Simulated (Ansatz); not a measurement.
The inner images of a band of GeH$_{4}$O (6 atoms, charge 0, multiplicity 1) are given out of order.

Level of theory: Ansatz 0.2.0, RKS B3LYP/def2-SVP.

First end point:

```xyz
6
Properties=species:S:1:pos:R:3
Ge 0.177 -0.037 0.252
H -0.021 -0.006 1.786
O 1.923 -0.058 -0.154
H 2.382 -0.825 0.211
H -0.344 1.254 -0.397
H -0.533 -1.279 -0.336
```

Last end point:

```xyz
6
Properties=species:S:1:pos:R:3
Ge -0.666 0.324 0.185
H 1.454 -0.568 1.676
O 1.452 -0.013 0.882
H 1.914 -0.523 0.200
H -0.002 0.979 -1.118
H -0.568 -1.151 -0.463
```

Q: Put them in order from the first end to the last, with their energies above the first end.
A.
```xyz
6
Properties=species:S:1:pos:R:3
Ge -0.006 -0.014 0.252
H 0.626 -0.029 1.642
O 1.864 0.016 0.196
H 2.170 -0.892 0.330
H -0.513 1.219 -0.540
H -0.557 -1.253 -0.516
```
B.
```xyz
6
Properties=species:S:1:pos:R:3
Ge -0.418 0.007 0.344
H 1.167 -0.055 1.392
O 1.756 0.005 0.538
H 2.124 -0.881 0.361
H -0.510 1.211 -0.655
H -0.535 -1.239 -0.618
```
C.
```xyz
6
Properties=species:S:1:pos:R:3
Ge 0.136 -0.019 0.224
H 0.312 -0.029 1.747
O 1.914 -0.020 -0.028
H 2.235 -0.861 0.326
H -0.467 1.225 -0.465
H -0.545 -1.249 -0.442
```
D.
```xyz
6
Properties=species:S:1:pos:R:3
Ge -0.220 -0.005 0.310
H 0.901 -0.032 1.480
O 1.819 0.013 0.406
H 2.153 -0.896 0.328
H -0.518 1.220 -0.597
H -0.550 -1.253 -0.565
```
E.
```xyz
6
Properties=species:S:1:pos:R:3
Ge -0.580 0.043 0.328
H 1.423 -0.071 1.532
O 1.666 -0.027 0.594
H 2.050 -0.894 0.384
H -0.459 1.179 -0.777
H -0.517 -1.183 -0.697
```
F.
```xyz
6
Properties=species:S:1:pos:R:3
Ge -0.672 0.107 0.265
H 1.606 -0.146 1.672
O 1.539 -0.037 0.712
H 1.909 -0.847 0.328
H -0.343 1.133 -0.914
H -0.454 -1.162 -0.701
```
G.
```xyz
6
Properties=species:S:1:pos:R:3
Ge -0.675 0.229 0.220
H 1.537 -0.365 1.712
O 1.488 -0.025 0.806
H 1.887 -0.706 0.244
H -0.156 1.072 -1.036
H -0.496 -1.158 -0.584
```

A: C (+0.29 eV), A (+1.47 eV), D (+2.49 eV), B (+1.66 eV), E (+1.20 eV), F (+1.08 eV), G (+1.07 eV).

The run took 2.4 min on 1 thread of Arm Neoverse V1 (shared host), peak memory 0.11 GiB.
